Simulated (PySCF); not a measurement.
# Magnetic susceptibility: SMILES C=C1C(=C)C(Cl)=C1Cl, C6H4Cl2

Cartesian coordinates in Å; atom numbers follow the order of the lines, from 1:
```xyz
12

C    -0.610    1.890   -0.032
C     0.060    0.753    0.000
C    -0.274   -0.705   -0.012
C    -1.371   -1.437   -0.060
C     1.178   -0.967    0.051
Cl    2.081   -2.395    0.094
C     1.481    0.359    0.062
Cl    2.914    1.253    0.123
H    -1.684    1.904   -0.080
H    -0.103    2.840   -0.013
H    -2.344   -0.982   -0.103
H    -1.326   -2.513   -0.056
```

Method used: PySCF 2.14.0, GIAO HCTH407/6-31G magnetisability, rotational g tensor and spin-rotation constants, non-relativistic, gas phase. Geometry: GFN2-xTB.

Task: How diamagnetic is it, and how anisotropic?

Result: Isotropic -1329 × 10⁻³⁰ J/T², or -80.1 × 10⁻⁶ cm³/mol; principal values -1588, -1204, -1196 × 10⁻³⁰ J/T², anisotropy 389 × 10⁻³⁰ J/T² (root of half the summed squared differences of the principal values). The susceptibility is in cgs units.

Task: Split it along the inertial axes a, b, c into diamagnetic and paramagnetic parts about the centre of mass, with the quadrupole moment.

Result: 
| axis | χ (10⁻⁶ cm³/mol) | diamagnetic (10⁻⁶ cm³/mol) | paramagnetic (10⁻⁶ cm³/mol) | summed x² of all electrons (Å²) | quadrupole Θ (D Å) |
| --- | --- | --- | --- | --- | --- |
| a | -72.5 | -834.2 | 761.7 | 197.5 | +1.83 |
| b | -72.0 | -891.9 | 819.9 | 183.8 | +3.79 |
| c | -95.7 | -1617.7 | 1522.0 | 12.8 | -5.62 |

Anisotropies 2χaa − χbb − χcc = +22.7 and 2χbb − χaa − χcc = +24.1 × 10⁻⁶ cm³/mol. Θ is traceless in Buckingham's convention.

Task: And the rotational g tensor?

Result: 
| axis | rotational constant (GHz) | g | nuclear part | electronic part |
| --- | --- | --- | --- | --- |
| a | 1.5844 | -0.0226 | 0.5443 | -0.5670 |
| b | 1.4081 | -0.0212 | 0.5212 | -0.5424 |
| c | 0.7455 | -0.0010 | 0.5321 | -0.5331 |

Asymmetric top; isotopes 12C, 35Cl, 1H; no vibrational averaging.
